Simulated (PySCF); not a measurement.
# Antimony: highly charged ions in a basis for the neutral atom

Sb¹³⁺ [Kr] 4d2, Sb¹⁴⁺ [Kr] 4d1. All numbers are calculated (PySCF 2.14, scalar relativity through the core potential, in aug-cc-pVDZ-PP with ECP28MDF (5s4p3d, 32 functions)). No spin-orbit coupling, so a gap to NIST mixes the basis error with missing relativistic terms.

Changed run: basis of the neutral atom used for a highly charged ion. This setting is unsound on purpose.

```
species  method  sound run (hartree)  changed run (hartree)  converged
  Sb¹³⁺     UHF              not run             -180.64758        yes
  Sb¹³⁺   B3LYP              not run             -181.10903        yes
  Sb¹³⁺    BP86              not run             -181.15725        yes
  Sb¹⁴⁺     UHF              not run             -169.91409        yes
  Sb¹⁴⁺   B3LYP              not run             -170.33783        yes
  Sb¹⁴⁺    BP86              not run             -170.39293        yes
```

Ionisation energy of Sb¹³⁺:

| method | changed run (eV) | NIST (eV) |
| --- | --- | --- |
| UHF | 292.07 | 292 ± 3 |
| B3LYP | 293.10 | 292 ± 3 |
| BP86 | 292.91 | 292 ± 3 |

The contracted functions were made for the neutral atom and can be too rigid for a highly charged ion.
